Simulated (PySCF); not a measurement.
From one molecule to another.

First species: C9H8N2.
Geometry (GFN2-xTB, Å), atoms numbered from 1 in this order:
```
atom  x, y, z in Å
C1     2.701   -1.664    2.185
C2     2.051   -0.917    1.505
C3     1.318   -0.008    0.708
C4     1.850    1.260    0.423
N5     1.215    2.145   -0.312
N6     0.052    1.873   -0.811
C7    -0.539    0.699   -0.602
C8    -1.849    0.516   -1.220
C9    -2.436    1.457   -1.950
C10    0.065   -0.313    0.175
C11   -0.583   -1.636    0.423
H12    3.263   -2.322    2.779
H13    2.816    1.559    0.805
H14   -2.333   -0.436   -1.057
H15   -3.403    1.305   -2.399
H16   -1.951    2.403   -2.110
H17   -0.763   -2.153   -0.520
H18   -1.539   -1.503    0.927
H19    0.058   -2.258    1.045
```

Second species: C₄H₈F₂N₂Si.
Geometry (GFN2-xTB, Å), atoms numbered from 1 in this order:
```xyz
17
C4H8F2N2Si angstrom
N      4.846   -0.181   -0.716
C      3.859   -0.052   -0.149
Si     2.253    0.168    0.783
C      0.867   -0.145   -0.490
N     -0.430    0.013    0.149
C     -1.539   -0.245   -0.747
C     -2.848   -0.019   -0.007
F     -3.900   -0.427   -0.753
F     -3.039    1.305    0.228
H      2.225   -0.814    1.865
H      2.234    1.556    1.256
H      0.979    0.508   -1.372
H      0.925   -1.173   -0.859
H     -0.516    0.956    0.519
H     -1.535    0.392   -1.649
H     -1.502   -1.292   -1.063
H     -2.886   -0.538    0.962
```

Levels: PBE0/pcSseg-1 for dipole moment, HOMO energy, LUMO energy and HOMO–LUMO gap; GFN2-xTB for rotational constant A and rotational constant C. Geometries: GFN2-xTB. Each species is one conformer at its optimised geometry, gas phase, non-relativistic unless stated; the electronic structure was computed with PySCF and density fitting.

Dipoles, sizes and rotational constants follow the conformer. The torsions of the flexible species, by atom-mapped SMILES:
- `[CH:1]#[C:2][c:3]1[cH:4][n:5][n:6][c:7]([CH:8]=[CH2:9])[c:10]1[CH3:11]`: N6–C7–C8–C9 0°
- `[N:1]#[C:2][SiH2:3][CH2:4][NH:5][CH2:6][CH:7]([F:8])[F:9]`: C2–Si3–C4–N5 180°, Si3–C4–N5–C6 -178°, C4–N5–C6–C7 -178°, N5–C6–C7–F8 -172°

```csv
property,column X,column Y
dipole moment,2.16 D,4.15 D
HOMO energy,-7.43 eV,-6.62 eV
LUMO energy,-0.56 eV,-2.02 eV
HOMO–LUMO gap,6.87 eV,4.60 eV
rotational constant A,5.089 GHz,2.301 GHz
rotational constant C,0.373 GHz,0.616 GHz
```

Which column belongs to which species?

Column X is the second species and column Y the first. The first has 19 atoms and 76 electrons, the second 17 and 78.

How does each property change from the first species to the second?

dipole moment -1.99 D; HOMO energy -0.81 eV; LUMO energy +1.46 eV; HOMO–LUMO gap +2.27 eV; rotational constant A +2.788 GHz; rotational constant C -0.243 GHz.

On the first: In atomic units the dipole is 1.63 e·bohr (1 au = 2.5417 D).

On the second: A dipole of 2.16 D is allowed in C1, and pure rotational transitions are dipole-allowed. In atomic units the dipole is 0.85 e·bohr (1 au = 2.5417 D).
